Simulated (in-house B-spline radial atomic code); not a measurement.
**PBE hybrid excitations of Pd**

Method: PBE hybrid with 0.2 exact exchange. Computed with a B-spline radial code for spherical atoms: linear response of the closed shell [Kr] 4d10 with the functional's adiabatic kernel; scalar-relativistic (spin-free one-electron X2C), finite nucleus, no spin-orbit coupling, no double excitations, S, P, D and F terms only; shells from n = 2 respond. Only terms of natural parity with L up to 3 were computed.

Command:
```bash
python run_td.py task.json out
```
Settings (radii: box in bohr, nucleus in fm):
```
Z                        46
electrons                46
configuration            [Kr] 4d10
hamiltonian              x2c
method                   pbeh
box_radius               75
exact_exchange_fraction  0.2
rms_radius               4.5318
intervals                77
```

Run time, properties included: 5.7 s on 1 thread of Intel(R) Xeon(R) Platinum 8259CL CPU @ 2.50GHz (Skylake/Cascade Lake), with other jobs on the host.

The lowest states, in the order of their Tamm-Dancoff energies; the method's threshold (minus the highest occupied level) is 5.131 eV. Labels give the largest channel, * marks a mixed state, and oscillator strengths are full-response dipole values. Semilocal kernels can invert the small singlet-triplet splittings of Rydberg terms. Energies in eV:

```csv
state,full response,Tamm-Dancoff,oscillator strength
4d → 5s 3D,0.563,0.686,-
4d → 5s 1D,1.203,1.238,-
4d → 5p 3P,3.889,3.917,-
4d → 5p 3F,?,?,-
4d → 5p 1F,?,?,-
4d → 5p 1P,4.398,4.442,0.278
4d → 6s 3D,4.811,4.813,-
4d → 6s 1D,4.834,4.836,-
```

Problem. Where does 4d → 5p 3F lie?

Solution. At 3.977 eV in full response, 3.997 eV in Tamm-Dancoff.

Problem. Where does 4d → 5p 1F lie?

Solution. At 4.101 eV in full response, 4.104 eV in Tamm-Dancoff.

Problem. How large is the singlet-triplet splitting of 4d → 5s (D terms) in Tamm-Dancoff?

Solution. 0.552 eV, from the unrounded values.

Problem. What polarisabilities and dispersion coefficient does the method give?

Solution. Dipole 27.67 bohr³, quadrupole 496.8 bohr⁵, C6 199 hartree·bohr⁶ for two such species. Recommended dipole value: 26.14 ± 0.1 bohr³ (Schwerdtfeger and Nagle, table of static dipole polarizabilities (2023 update)), which includes relativity and correlation.
